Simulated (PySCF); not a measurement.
A structure optimised at PBE0-D3(BJ)/def2-SVP, used in a PySCF frequency run:

```
Si
H 1 1.4959
N 1 1.8145 2 112.63
C 3 1.2864 1 103.14 2 -121.49
H 4 1.1083 3 119.80 1 -177.34
Si 4 1.9267 5 130.64 3 178.62
H 6 1.4969 4 114.33 5 -67.12
H 6 1.4976 7 108.36 4 -132.81
Si 1 2.3421 2 111.35 3 125.43
H 9 1.4947 1 111.43 2 -59.09
H 9 1.4949 10 109.30 1 120.38
H 9 1.4962 10 109.02 11 118.92
```

### Question
Write its SMILES and formula.

### Answer
[SiH3][Si@H]1N=C[SiH2]1, CH₇NSi₃

### Question
What are its rotational constants (standard atomic weights)?

### Answer
4.3989, 1.4841, 1.3068 GHz
